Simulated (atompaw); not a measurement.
**What one change does to a pseudopotential (selenium (Se), PAW (atompaw))**

* Element: Se (Z = 34)
* Generator: atompaw 4.2.0.5
* Type: PAW
* Functional: PBE
* Relativity: scalar-relativistic
* Frozen core: [Ar] 3d10
* Valence charge: 6
* Reference configuration: 4s1.75 4p4.25
* Partial waves: 4s (bound): rc 1.55 bohr; 4s channel at -0.55 Ry: rc 1.55 bohr; 4p (bound): rc 1.55 bohr; 4p channel at -0.05 Ry: rc 1.55 bohr; 4d channel at 0.2 Ry: rc 1.55 bohr
* Local potential: troulliermartins scheme with l = 3 at -0.5 Ry, radius 1.45 bohr
* Core correction: smooth core density matched at 1.35 bohr
* Augmentation charge: gaussian compensation charge, radius 1.40 bohr; PAW radius 1.55 bohr; waves and projectors: custom rrkj vanderbiltortho

Change: augmentation gaussian compensation charge, radius 1.40 bohr; PAW radius 1.55 bohr; waves and projectors: custom polynom2 7 10 vanderbiltortho.

Cutoffs: the cutoffs (Ry, on a coarse ladder) from which the occupation-weighted sum of valence levels, in a spherical-Bessel basis at the reference potential, stays within 10 and 1 mRy of its value at 400 Ry; they do not see the model core or the augmentation charge, which bear on the density cutoff.

Task: What does the change do?

Result: The potential gets neither clearly harder nor softer (15 Ry and 30 Ry → 21 Ry and 25 Ry); a bound ghost appears in p, s, which as a rule spoils a file; the range in which the s phases agree widens (upper end 2.3 → at the end of the scan).

| quantity | base | changed |
| --- | --- | --- |
| cutoff, loose | 15 Ry | 21 Ry |
| cutoff, tight | 30 Ry | 25 Ry |
| loose cutoff by channel (10 mRy a level) | s 12 Ry, p 8 Ry | s 6 Ry, p 8 Ry |
| bound ghosts | none | s, p |
| s: phases at 1.55 bohr within 0.05 rad from the reference energy up to (Ry; the scan ends near 5) | 2.3 | to the end of the scan |
| p: phases at 1.55 bohr within 0.05 rad from the reference energy up to (Ry; the scan ends near 5) | 5.0 | to the end of the scan |
| d: phases at 1.55 bohr within 0.05 rad from the reference energy up to (Ry; the scan ends near 5) | 1.3 | 1.4 |
| lowest overlap eigenvalue by channel | s 0.38, p 0.60, d 1.00 | s 0.03, p 0.35, d 1.00 |

 A true bound ghost makes a file unfit for plane-wave use even where its test errors are small: the radial tests pick states by their node count and pass the ghost by. The cutoffs see the waves, projectors and local potential, not the compensation charge or the core.
